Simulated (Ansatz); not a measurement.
`OB1CC1` and `C[AsH]B1CC1` differ in one atom or group.

Ansatz, PBE0-D4/def2-TZVP geometries, multiplicity 1. Each molecule was computed in one conformer, which needn't be the lowest.

Scalar relativity is left out up to krypton.

```tsv
property	`OB1CC1`
LUMO energy (PBE/def2-TZVPP) / eV	-0.87
size of the dipole moment (PBE/def2-TZVPP) / D	1.41
HOMO energy (PBE/def2-TZVPP) / eV	-5.70
LUMO energy (PBE0/def2-TZVPP) / eV	0.17
size of the dipole moment (ωB97M-V/def2-TZVPP) / D	1.46
HOMO–LUMO gap (B3LYP/def2-TZVPP) / eV	6.78
```

(1) Give the same properties after the change, and the shifts. (An estimate is asked.)

Results:

(1) The calculation gave: 
```
                                          property  `C[AsH]B1CC1`  shift
                 LUMO energy (PBE/def2-TZVPP) / eV          -2.17  -1.30
    size of the dipole moment (PBE/def2-TZVPP) / D           0.95  -0.46
                 HOMO energy (PBE/def2-TZVPP) / eV          -5.78  -0.08
                LUMO energy (PBE0/def2-TZVPP) / eV          -1.26  -1.43
size of the dipole moment (ωB97M-V/def2-TZVPP) / D           0.96  -0.50
             HOMO–LUMO gap (B3LYP/def2-TZVPP) / eV           5.20  -1.58
```

With PBE0 the HOMO rises by 0.21 eV and the LUMO falls by 1.43 eV, so the gap narrows by about 1.64 eV. PBE moves the HOMO by -0.08 eV and ωB97M-V by 0.40 eV. Dipoles are sizes alone; their direction can turn.

B3LYP here is the variant with VWN-RPA as its local correlation; programs differ in this.
